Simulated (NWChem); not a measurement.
Species: SiH$_{4}$S$_{3}$; SMILES S[SiH](S)S

```xyz
8

Si     0.0000     0.0000    -0.2257
S     -1.9912     0.2006     0.5278
S      1.1693     1.6242     0.5278
S      0.8219    -1.8247     0.5278
H      0.0000     0.0000    -1.7174
H     -2.2986     1.2503    -0.2695
H      2.2321     1.3655    -0.2695
H      0.0665    -2.6158    -0.2695
```
Atoms are numbered in this order, from 1.

Computed with NWChem. The geometry was optimised at PBE0/def2-SVP. Level: PBE0/def2-SVP with SMD (1 M gas to 1 M solution), gas-phase geometry. Reactions with the solvent are ignored.

**Question.** Estimate the computed values for solvent water. Quantities: solvation free energy (kcal/mol); cavity-dispersion-structure term (kcal/mol); dipole in solution (D).

**Answer.** 
- solvation free energy (kcal/mol) = -3.3
- cavity-dispersion-structure term (kcal/mol) = 1.5
- dipole in solution (D) = 3.13
